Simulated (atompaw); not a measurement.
# Te: PAW (atompaw) pseudisation with LDA (PW92), scalar-relativistic reference atom.

- Element: Te
- Generator: atompaw 4.2.0.5
- Type: PAW
- Functional: LDA (PW92)
- Relativity: scalar-relativistic
- Frozen core: [Kr]
- Valence charge: 16
- Reference configuration: 4d10 5s2 5p4
- Partial waves: 5s (bound): rc 2.40 bohr; 5s channel at 1.35 Ry: rc 1.50 bohr; 5p (bound): rc 2.40 bohr; 5p channel at 1.4 Ry: rc 2.40 bohr; 4d (bound): rc 1.20 bohr; 4d channel at 1.2 Ry: rc 1.20 bohr; 4f channel at -0.15 Ry: rc 2.35 bohr
- Local potential: bessel scheme, radius 2.05 bohr
- Core correction: smooth core density matched at 2.15 bohr
- Augmentation charge: gaussian compensation charge, radius 1.95 bohr; PAW radius 2.40 bohr; waves and projectors: custom polynom gramschmidtortho

Poles of the logarithmic derivatives, all-electron (AE) and pseudo (PS). s: poles at 0.3 (AE) and 0.3 (PS) Ry. p: poles at 1.8 (AE) and 1.8 (PS) Ry. d: poles at -3.0, 4.4 (AE) and -3.0, 4.4 (PS) Ry. f: poles at 2.5 (AE) and 3.6 (PS) Ry. Test radius 2.40 bohr.

* Cutoffs needed: 110 Ry and 180 Ry (the cutoffs (Ry, on a coarse ladder) from which the occupation-weighted sum of valence levels, in a spherical-Bessel basis at the reference potential, stays within 10 and 1 mRy of its value at 400 Ry)
* Ghost test: no extra level below or beside the all-electron valence levels (s, p, d, f tested) (spherical-Bessel basis up to 400 Ry, 20 bohr box)
* Lowest eigenvalue of the overlap operator: 0.08 (s channel)
* Overlap eigenvalues printed by atompaw (projector basis): 0.00975, 0.147, 0.943, 0.974, 2.17, 4.65, 9.98
* Share of each valence orbital outside the PAW sphere: 5s 29 %, 5p 54 %, 4d 0 %
